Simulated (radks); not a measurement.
Problem. The mean radii <r> (bohr) of the occupied orbitals of an atom or ion are listed with their occupations. Method: non-relativistic Kohn-Sham, exchange-only PBE, spin-polarised, spherical densities, point nucleus; computed with a radial shooting solver on a logarithmic mesh with Libxc functionals.

| orbital | occ. | <r> |
|---|---|---|
| 1s up | 1 | 0.1040 |
| 1s down | 1 | 0.1040 |
| 2s up | 1 | 0.5224 |
| 2s down | 1 | 0.5221 |
| 2p up | 3 | 0.4865 |
| 2p down | 3 | 0.4861 |
| 3s up | 1 | 1.900 |
| 3s down | 1 | 1.925 |
| 3p up | 3 | 2.362 |

Name the element and its charge. Open shells, if any, are filled with parallel spins first.

Solution. Z = 15, phosphorus, charge 0: P in [Ne] 3s2 3p3. The 1s radius gives Z: for a bare nucleus <r> = 1.5/Z, 0.1 bohr for Z = 15, and screening makes it slightly larger (0.1040 here). The occupations add up to 15, and the charge is Z minus that.
